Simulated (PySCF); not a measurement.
C4H10Cd, SMILES C[CH2][Cd][CH2]C.

Geometry: PBE0-D3(BJ)/def2-SVP. The isomer is the one that the SMILES or the coordinates give; other isomers of the formula were not compared. The def2 effective core potentials stand for the cores of Cd; spin–orbit coupling is left out. Other conformers were not sampled.

Calculation: TDDFT-CAM-B3LYP/def2-SVPD in PySCF.

Vertical excitations. Isolated molecule, no solvent. State labels are in the subgroup C2.

Task: Give excitation energies, oscillator strengths and character. (Estimate from the structure and the level; the computed values follow.)

Result: 
| state | symmetry | energy (eV) | λ (nm) | f | main pairs |
|---|---|---|---|---|---|
| S1 | A | 4.88 | 254 | 0.000 | HOMO→LUMO 98 % |
| S2 | B | 4.89 | 254 | 0.000 | HOMO→LUMO+1 96 % |
| S3 | B | 5.84 | 212 | 0.348 | HOMO→LUMO+2 94 % |
| S4 | A | 6.61 | 187 | 0.009 | HOMO→LUMO+3 62 %, HOMO−1→LUMO+2 24 %, HOMO−1→LUMO+1 9 % |
| S5 | B | 6.89 | 180 | 0.144 | HOMO−1→LUMO 93 % |
| S6 | A | 6.92 | 179 | 0.099 | HOMO−1→LUMO+1 85 % |
| S7 | A | 7.37 | 168 | 0.006 | HOMO−1→LUMO+2 64 %, HOMO→LUMO+3 27 % |
| S8 | B | 7.54 | 164 | 0.291 | HOMO→LUMO+4 84 % |
| S9 | A | 7.80 | 159 | 0.018 | HOMO→LUMO+5 84 % |
| S10 | B | 7.88 | 157 | 0.024 | HOMO→LUMO+6 81 % |
| T1 | B | 4.67 | 266 | 0 | HOMO→LUMO+1 57 %, HOMO→LUMO+2 35 % |
| T2 | A | 4.71 | 263 | 0 | HOMO→LUMO 96 % |
| T3 | B | 4.77 | 260 | 0 | HOMO→LUMO+2 54 %, HOMO→LUMO+1 40 % |
| T4 | A | 6.08 | 204 | 0 | HOMO−1→LUMO+1 86 % |
Triplets are in the Tamm–Dancoff approximation, which puts them higher than full response would, so one can lie above its singlet here.
